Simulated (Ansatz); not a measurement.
CH₆N₂Si, SMILES `N/C=N/[SiH3]`. The species carries charge 0 and has multiplicity 1. The structure was optimised at the PBE0-D4/def2-TZVP level. It is one conformer, not always the lowest.

```xyz
10

N    -0.528   -0.271   -2.041
C    -0.065   -0.354   -0.777
N    -0.260    0.543    0.097
Si    0.315    0.467    1.711
H    -0.361   -1.000   -2.708
H    -1.059    0.538   -2.314
H     0.496   -1.285   -0.596
H     1.080   -0.794    1.979
H    -0.827    0.532    2.662
H     1.209    1.623    1.988
```

What is the dipole moment at ωB97M-V/def2-TZVPP? (Best estimate.)

Ansatz gave: 3.55 D, with components (-0.08, -1.76, -3.08) D in this frame, pointing from negative to positive charge.

And with PBE, r2SCAN, B3LYP? (An estimate is asked.)

The calculation gave: PBE 3.51 D, r2SCAN 3.58 D, B3LYP 3.50 D.

Give the Mulliken charges with ωB97M-V, B3LYP, PBE in def2-TZVPP. (An estimate is asked.)

Computed: 
| atom | ωB97M-V | B3LYP | PBE |
| --- | --- | --- | --- |
| N1 | -0.21 | -0.24 | -0.22 |
| C2 | 0.12 | 0.09 | 0.05 |
| N3 | -0.39 | -0.35 | -0.29 |
| Si4 | 0.29 | 0.39 | 0.31 |
| H5 | 0.14 | 0.16 | 0.17 |
| H6 | 0.15 | 0.17 | 0.18 |
| H7 | 0.07 | 0.06 | 0.04 |
| H8 | -0.07 | -0.11 | -0.10 |
| H9 | -0.05 | -0.08 | -0.07 |
| H10 | -0.05 | -0.08 | -0.07 |

B3LYP here is the variant with VWN-RPA as its local correlation; programs differ in this.
